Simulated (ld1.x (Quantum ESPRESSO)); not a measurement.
An all-electron radial function and its pseudo partner (sulfur)

Columns: radius, all-electron u(r) and pseudo u(r) of the 3p shell (level -7.11 eV) of sulfur in the configuration [Ne] 3s2 3p4; LDA (PZ), scalar-relativistic, TM scheme, ld1.x (Quantum ESPRESSO) 7.5.

```csv
r (bohr),all-electron,pseudo
0.057,0.0740,-0.0054
0.115,0.1936,-0.0215
0.172,0.2832,-0.0461
0.230,0.3286,-0.0776
0.288,0.3306,-0.1127
0.345,0.2992,-0.1477
0.402,0.2441,-0.1809
0.460,0.1720,-0.2115
0.518,0.0906,-0.2385
0.575,0.0066,-0.2626
0.632,-0.0778,-0.2859
0.690,-0.1612,-0.3108
0.747,-0.2390,-0.3384
0.805,-0.3128,-0.3714
0.862,-0.3792,-0.4091
0.920,-0.4402,-0.4521
0.977,-0.4936,-0.4970
1.035,-0.5414,-0.5418
1.092,-0.5821,-0.5821
1.150,-0.6174,-0.6174
1.208,-0.6470,-0.6470
1.265,-0.6707,-0.6707
1.322,-0.6898,-0.6898
1.380,-0.7046,-0.7046
1.438,-0.7153,-0.7153
1.495,-0.7223,-0.7223
```

Q: How many radial nodes do the two functions have?

A: The all-electron 3p function has n − l − 1 = 1; the pseudo-wave has 0, since the states of the same l below it are removed with the core.

Q: At about which radius was the pseudo-wave matched?

A: 1.15 bohr. The columns agree to 0.0005 from 1.03 bohr on; several derivatives are matched, so the curves merge somewhat inside the radius.

Q: Is the pseudo-wave norm-conserving?

A: Yes: the TM scheme keeps the norm inside the radius equal to the all-electron one, which fixes the energy derivative of the logarithmic derivative at the level.
